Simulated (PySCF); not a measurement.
# Dipole response of Rh²⁸⁺ (rhodium, charge +28)

[Ne] 3s2 3p5, 2P determinant. All numbers are calculated (PySCF 2.14, scalar relativity by spin-free X2C-1e, in an even-tempered Gaussian basis (18 s from 3.6 bohr⁻², ratio 2.5; 12 p from 4.7 bohr⁻², ratio 2.5; 5 d from 23 bohr⁻², ratio 2.7; 4 f from 34 bohr⁻², ratio 2.7)). Coupled (time-dependent) response in atomic units; α is the mean over directions.

```tsv
method	mean α (bohr³)	α xx, yy, zz	C₆ (like pair)	S(−4)
UHF	0.01552	0.02394, 0.01131, 0.01131	0.001917	0.0002961
PBE0	0.01565	0.02406, 0.01144, 0.01144	0.001921	0.0003243
```

S(−4) is the Cauchy moment in α(ω) = α(0) + S(−4) ω² + …

Spin-orbit coupling is absent.

α(iu) at PBE0:

| u (hartree) | α(iu) (bohr³) |
| --- | --- |
| 0 | 0.01565 |
| 1.00 | 0.01533 |
| 2.00 | 0.01453 |
| 4.00 | 0.01242 |
| 6.00 | 0.01044 |
| 8.00 | 0.008791 |
| 10.0 | 0.007466 |
| 15.0 | 0.005234 |
| 20.0 | 0.003960 |
| 30.0 | 0.002665 |
| 50.0 | 0.001655 |

For an ion, C₆ is the dispersion term alone; charge-induced terms of lower order in 1/R come first.

The components differ because the open shell of this determinant is not spherical; for a pure term their mean is the scalar polarisability.

Spin-orbit coupling, absent here, splits the open shell strongly.
